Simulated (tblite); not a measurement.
C₄H₃FN₂Si.
Numbering: `[N:1]#[C:2]/[CH:3]=[C:4](\[C:5]#[N:6])[SiH2:7][F:8]` (hydrogens: H9 on C3; H10, H11 on Si7)

Geometry (GFN2-xTB, Å), atoms numbered from 1 in this order:
```xyz
11
C4H3FN2Si angstrom
N      3.4247   -0.6868   -0.0129
C      2.2828   -0.7380    0.0814
C      0.8829   -0.8147    0.2022
C      0.0608    0.2155   -0.0764
C      0.5807    1.4481   -0.5119
N      0.9430    2.4756   -0.8703
Si    -1.8263    0.0993    0.0899
F     -2.0719   -1.4073    0.5982
H      0.4889   -1.7654    0.5376
H     -2.4602    0.2035   -1.2113
H     -2.2999    0.9729    1.1474
```

Computed with GFN2-xTB (tblite): harmonic, unscaled wavenumbers at the GFN2-xTB geometry, gas phase. Against measured fundamentals such values can be off by several per cent, at times by over 20. Modes of hydrogen on silicon can be 10 to 20 % off. One conformer, not necessarily the lowest.

Harmonic wavenumbers (cm⁻¹): 43.8, 91.2, 108.4, 116.5, 189.4, 226.3, 289.6, 402.3, 470.1, 485.1, 514.3, 551.6, 608.6, 705.8, 731.8, 755.1, 825.7, 828.5, 1008.7, 1079.2, 1269.5, 1589.2, 2352.2, 2362.1, 2373.1, 2382.4, 3057.6.

A = 2640, B = 1126, C = 797.0 MHz; mass 126.005 u (most abundant isotopes); point group Cs, symmetry number 1.

Question: What is the zero-point energy?

Answer: Half the sum of the wavenumbers: 12709 cm⁻¹ = 152.03 kJ/mol.

Question: Give the ideal-gas entropy at 273.15 K and 1 bar in the rigid-rotor, harmonic-oscillator model (classical rotation).

Answer: Translation 167.35, rotation 121.48, vibration 100.58: S = 389.4 J/(mol K).

Question: And Cp and H(273.15 K) − H(0)?

Answer: Cp = 131.44 J/(mol K), of which vibrations give 98.18 (their classical limit is 27 R = 224.5); H(273.15 K) − H(0) = 23.42 kJ/mol without the zero-point energy, 14.33 from vibrations.

Question: Which modes carry the vibrational entropy at 273.15 K?

Answer: 43.8 cm⁻¹: 20.53; 91.2 cm⁻¹: 14.49; 108.4 cm⁻¹: 13.09; 116.5 cm⁻¹: 12.50; 189.4 cm⁻¹: 8.67; 226.3 cm⁻¹: 7.33 J/(mol K); the other 21 give 23.97 together.

Question: How do the functions run with temperature in this model?

Answer: 
```tsv
T (K)	S (J/(mol K))	Cp (J/(mol K))	H − H(0) (kJ/mol)	G − H(0) (kJ/mol)	ln q(vib)
100	289.3	74.9	5.35	-23.58	1.65
200	351.9	109.4	14.58	-55.81	4.07
300	402.1	138.4	27.04	-93.58	6.40
500	482.3	175.1	58.77	-182.38	10.71
800	571.8	205.2	116.27	-341.20	16.26
1000	619.1	217.8	158.65	-460.42	19.45
```

q(vib) and H(0) count from the zero-point level.

Hindered rotation and anharmonicity are outside this model. Other conformers, if any are populated, would add a mixing term that is left out.
